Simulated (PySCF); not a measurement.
## Effect of structural changes

Method used: TDA CAM-B3LYP/aug-cc-pVDZ excited states, vertical, gas phase (PySCF). Geometry: PBE0-D3(BJ)/def2-SVP.

Each molecule in one low-energy conformer.

Scalar relativity is left out, which matters for the atoms heavier than Zn.

Question: How does the vertical S1–T1 gap change along this series?
- CC1=C/C=C\C=C/C=C\1 (H replaced by CH3)
- BrC1=C/C=C\C=C/C=C\1 (H replaced by Br)
- C#CC1=C/C=C\C=C/C=C\1 (H replaced by ethynyl)

Answer: 
```tsv
molecule	S1 (eV)	S1 from	f(S1)	T1 (eV)	T1 from	S1 − T1 (eV)	S0–T1 spin-orbit coupling (cm⁻¹)	S1–T1 spin-orbit coupling (cm⁻¹)
CC1=C/C=C\C=C/C=C\1	3.86	HOMO→LUMO	0.001	2.78	HOMO→LUMO	1.08	1.92	0.07
BrC1=C/C=C\C=C/C=C\1	3.82	HOMO→LUMO	0.002	2.75	HOMO→LUMO	1.07	30.88	8.06
C#CC1=C/C=C\C=C/C=C\1	3.67	HOMO→LUMO	0.023	2.56	HOMO→LUMO	1.12	1.61	0.11
```
The vertical S1–T1 gap is lowest for BrC1=C/C=C\C=C/C=C\1 and highest for C#CC1=C/C=C\C=C/C=C\1.
